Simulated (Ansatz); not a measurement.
A made-up structure of BSiH3Te, singlet:

```
6
angstrom
B -0.5776 -0.9676 -0.3051
Si 0.6078 0.4540 0.2859
Te -1.6860 0.8000 -0.6651
H -0.8234 -2.1126 -0.4802
H 1.7169 0.9830 -0.5438
H -2.2255 -0.6137 -1.4179
```

It is relaxed with PBE-D4/def2-SVP and then PBE0-D4/def2-TZVP (Ansatz 0.2.0). Atoms count as bonded within 1.22 times the sum of their covalent radii (H–H: 0.88 Å). The end point is not checked to be a true minimum.

**Question.** Does its bonding change? (A judgement: the text doesn't fix the answer.)

**Answer.** By the calculation: No: no bond forms or breaks.

Where it ends: The first stage lowers the energy by 1.12 eV in 12 steps. It ends as BSiH₃Te ([BH]1[SiH][TeH]1):
| atom | x (Å) | y (Å) | z (Å) |
| --- | --- | --- | --- |
| B1 | -0.3291 | -1.0640 | -0.0268 |
| Si2 | 0.5923 | 0.5507 | 0.3976 |
| Te3 | -1.9467 | 0.5301 | -0.4072 |
| H4 | -0.6029 | -2.2126 | -0.1478 |
| H5 | 1.3003 | 0.6700 | -0.9311 |
| H6 | -2.0017 | 0.0689 | -2.0109 |

Labels in which every atom is bracketed show which atoms are joined, not bond orders.

For scale, one of the runs: PBE0-D4/def2-TZVP relaxation, 136 basis functions, launched by `ansatz run in.yaml --threads 2 --pin off --events-out ev --progress --plain --max-ram 4352MiB`. Hardware: 2 CPU threads of an Arm Neoverse V2, shared host. Wall time about 28 s.
